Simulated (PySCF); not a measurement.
Xe⁺ (xenon, charge +1): BLYP calculation

Configuration: [Kr] 4d10 5s2 5p5, 2P determinant. Computed with PySCF 2.14 in aug-cc-pVDZ-PP with ECP28MDF (5s4p3d, 32 functions), with scalar relativity through the core potential.

* Total energy: -328.8461 hartree
* One-electron energy: -562.3659 hartree
* Hartree (Coulomb) energy: 256.8713 hartree
* Exchange-correlation energy: -23.3515 hartree
* ⟨S²⟩: 0.7507
* ⟨L²⟩: 2.007
* Sum of ⟨r⟩: 29.59 bohr
* Sum of ⟨r²⟩: 49.14 bohr²
* Traceless quadrupole moment −½Σ⟨3z² − r²⟩ along its main axis: 2.17 e·bohr²

```json
{"shell": "4s α", "electrons": "1", "mean orbital energy (eV)": "-206.61", "spread (eV)": "0", "rms radius, mean of both spins (bohr)": "0.768"}
{"shell": "4s β", "electrons": "1", "mean orbital energy (eV)": "-206.51", "spread (eV)": "0", "rms radius, mean of both spins (bohr)": "0.768"}
{"shell": "4p α", "electrons": "3", "mean orbital energy (eV)": "-150.85", "spread (eV)": "0.754", "rms radius, mean of both spins (bohr)": "0.822"}
{"shell": "4p β", "electrons": "3", "mean orbital energy (eV)": "-150.74", "spread (eV)": "0.591", "rms radius, mean of both spins (bohr)": "0.822"}
{"shell": "4d α", "electrons": "5", "mean orbital energy (eV)": "-68.911", "spread (eV)": "0.800", "rms radius, mean of both spins (bohr)": "0.939"}
{"shell": "4d β", "electrons": "5", "mean orbital energy (eV)": "-68.771", "spread (eV)": "0.589", "rms radius, mean of both spins (bohr)": "0.939"}
{"shell": "5s α", "electrons": "1", "mean orbital energy (eV)": "-29.363", "spread (eV)": "0", "rms radius, mean of both spins (bohr)": "1.93"}
{"shell": "5s β", "electrons": "1", "mean orbital energy (eV)": "-28.657", "spread (eV)": "0", "rms radius, mean of both spins (bohr)": "1.93"}
{"shell": "5p α", "electrons": "3", "mean orbital energy (eV)": "-17.137", "spread (eV)": "1.256", "rms radius, mean of both spins (bohr)": "2.35"}
{"shell": "5p β", "electrons": "2", "mean orbital energy (eV)": "-16.395", "spread (eV)": "0", "rms radius, mean of both spins (bohr)": "2.35"}
```

Energies and moments cover only the electrons outside the core potential.
